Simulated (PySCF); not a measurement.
Assignment exercise: C9H9PSi

Numbering as in the mapped SMILES `[SiH3:1][c:2]1[cH:3][cH:4][p:5][c:6]2[cH:7][cH:8][cH:9][cH:10][c:11]12` (H(Xn): hydrogen on atom n).

One computed conformer, no solvent model, relativity neglected, equivalent nuclei averaged. σ from GIAO-PBE0/pcSseg-1; geometry: GFN2-xTB; PySCF.

δ = σ(ref) − σ, references computed at the same level: TMS for 13C and 1H.

Q: Assign these signals to the numbered atoms. 13C{1H} NMR (computed): δ 168.8 (CH), 159.7 (C), 143.9 (CH), 142.2 (C), 142.0 (CH), 138.2 (C), 137.7 (CH), 134.3 (CH), 129.3 (CH).

A: 
| δ (ppm) | atoms | environment | reason |
| --- | --- | --- | --- |
| 168.8 | C4 | aromatic CH | – |
| 159.7 | C6 | ring-fusion aromatic carbon | – |
| 143.9 | C3 | aromatic CH | – |
| 142.2 | C11 | ring-fusion aromatic carbon | – |
| 142.0 | C7 | aromatic CH | – |
| 138.2 | C2 | substituted aromatic carbon | – |
| 137.7 | C10 | aromatic CH | the aromatic region |
| 134.3 | C9 | aromatic CH | – |
| 129.3 | C8 | aromatic CH | – |

C3 and C11; C11 and C7; C2 and C10 lie closer than the usual error of such a calculation, so a measured spectrum could show them in the other order.

Q: Assign these signals to the numbered atoms. 1H NMR (400 MHz, computed): δ 9.62 (m, 1H), 8.78 (m, 1H), 8.55 (m, 1H), 8.40 (m, 1H), 8.14 (m, 1H), 7.94 (m, 1H), 4.93 (s, 3H).

A: 
| δ (ppm) | atoms | environment | reason |
| --- | --- | --- | --- |
| 9.62 | H(C4) | hydrogen on an aromatic CH | it sits in the deshielding region of the aromatic ring current |
| 8.78 | H(C7) | hydrogen on an aromatic CH | – |
| 8.55 | H(C3) | hydrogen on an aromatic CH | – |
| 8.40 | H(C10) | hydrogen on an aromatic CH | – |
| 8.14 | H(C9) | hydrogen on an aromatic CH | – |
| 7.94 | H(C8) | hydrogen on an aromatic CH | – |
| 4.93 | H(Si1) | hydrogen on a silicon bonded to C | – |

Splittings by 31P in the carbon and heteronuclear signals aren't shown, as no couplings were computed. Shifts are as computed. Against solution values, carbons near 30 ppm lie about +3 ppm off and those near 130 ppm about +5 ppm. Of 1211 compounds with measured shifts, 218 miss one by over three times the rms of a fit or turn the order of signals round; such compounds aren't used in these exercises. No couplings were computed; multiplicities are counted from neighbouring protons, with m where these are inequivalent, close in shift, in a saturated or five-membered ring or joined by F or P, and br s for small geminal =CH2 splittings.
